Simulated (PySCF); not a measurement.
PySCF calculation with GFN2-xTB geometry and σ from GIAO-PBE0/pcSseg-1; fast rotation and ring inversion assumed for equivalent nuclei, a single conformation, non-relativistic, no solvent.

Scale: TMS for 1H and 13C (reference shieldings calculated alike). Acid and N–H amide carbonyl carbons lie up to 10 ppm further downfield in solution (hydrogen bonding). Shifts are as computed. Against solution values, carbons near 30 ppm lie about +3 ppm off and those near 130 ppm about +5 ppm. Of 1211 compounds with measured shifts, 218 miss one by over three times the rms of a fit or turn the order of signals round; such compounds aren't used in these exercises. OH and NH positions are gas-phase values without hydrogen bonding to other molecules.

Question: Order these molecules by the shift of their most deshielded carbon, lowest δ first.
A. C=C=C(C#C[SiH2]C)C(=O)O
B. CCCn1c(C)nnc1C
C. COC(=O)[Si](C)(OC)OC
D. C=C=C(C#CC)[SiH2]C(=O)O
E. O=C(C1CC1)C1CC1

Answer: B (152.8 ppm, substituted aromatic carbon next to a ring nitrogen), C (189.3 ppm, carbonyl carbon), E (217.7 ppm, ketone carbonyl carbon), D (233.5 ppm, central carbon of an allene), A (239.7 ppm, central carbon of an allene).

Question: Order these molecules by the shift of their most shielded carbon-bound hydrogen, lowest δ first.
A. COC(=O)[Si](C)(OC)OC
B. C#C/C(=C/CC)CO
C. C=C=C(C#C[SiH2]C)C(=O)O
D. C=C=C(C#CC)[SiH2]C(=O)O

Answer: A (0.05 ppm, hydrogen on a methyl carbon bonded to Si), C (0.36 ppm, hydrogen on a methyl carbon bonded to Si), B (1.03 ppm, hydrogen on a methyl carbon), D (2.20 ppm, hydrogen on a propargylic methyl carbon).

Question: How many 13C and 1H signals does each give (equivalence by symmetry and fast rotation, but not about amide C–N or C=N bonds)? `C=C=C(C#CC)[SiH2]C(=O)O`, `CCCn1c(C)nnc1C`, `C=C=C(C#C[SiH2]C)C(=O)O`, `COC(=O)[Si](C)(OC)OC`, `C#C/C(=C/CC)CO`, `O=C(C1CC1)C1CC1`

Answer: C=C=C(C#CC)[SiH2]C(=O)O: 7 C, 4 H; CCCn1c(C)nnc1C: 5 C, 4 H; C=C=C(C#C[SiH2]C)C(=O)O: 7 C, 4 H; COC(=O)[Si](C)(OC)OC: 4 C, 3 H; C#C/C(=C/CC)CO: 7 C, 6 H; O=C(C1CC1)C1CC1: 3 C, 3 H.
